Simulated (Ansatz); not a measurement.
The first iterations of a band of AlH3O3 + H3P (11 atoms, charge 0, multiplicity 1).

Method: RHF/def2-SVP (Ansatz 0.2.0).

```
movable images  : 5
climbing image  : yes
spring          : 5.0 eV/Å²
optimiser       : quadratic models (default)
start path      : through a guess of the saddle point
force threshold : 0.05 eV/Å
iteration limit : 60
end points      : relaxed
```

Image 0:

```xyz
11
Properties=species:S:1:pos:R:3
Al 0.293 -1.159 0.037
O 1.577 -0.883 -1.014
O 0.530 -1.054 1.699
O -1.219 -1.575 -0.572
H 0.431 2.060 -0.829
P -0.641 2.600 -0.083
H 1.597 -0.932 -1.953
H 1.318 -0.862 2.176
H -2.010 -1.782 -0.108
H -1.583 1.625 -0.481
H -0.293 1.962 1.129
```

Image 6:

```xyz
11
Properties=species:S:1:pos:R:3
Al -0.026 -0.325 0.209
O 1.360 -0.298 -1.224
O 0.705 -0.995 1.592
O -0.946 -1.399 -0.772
H 1.555 0.526 -1.654
P -0.585 1.983 0.185
H 1.068 -0.930 -1.875
H 0.997 -0.600 2.393
H -1.564 -2.046 -0.481
H -1.985 1.847 0.050
H -0.579 2.235 1.576
```

| iteration | highest image above the first end (eV) | largest band force component (eV/Å) |
| --- | --- | --- |
| 1 | 2.673 | 5.080 |
| 2 | 1.988 | 2.216 |
| 3 | 1.981 | 3.059 |
| 4 | 1.585 | 0.828 |
| 5 | 1.693 | 0.621 |
| 6 | 1.594 | 0.753 |
| 7 | 1.905 | 0.537 |
| 8 | 1.855 | 0.277 |
| 9 | 1.835 | 0.255 |
| 10 | 1.818 | 0.274 |

**Question.** Does the band converge within its limit, and where does its top end?

**Answer.** The run converged. It ended after 31 iterations with the highest image 1.645 eV above the first end. Neighbouring images differ by up to 1.3 eV, so the band resolves the path poorly. A vibrational analysis at the climbing image gives one clearly imaginary mode, 1692i cm⁻¹: a first-order saddle point. The orbitals stay closed-shell, which can raise the energy where a bond breaks towards radicals; this wasn't checked here.

The run took 3.3 min on 2 threads of Arm Neoverse V1, on a shared host, peak memory 0.22 GiB.
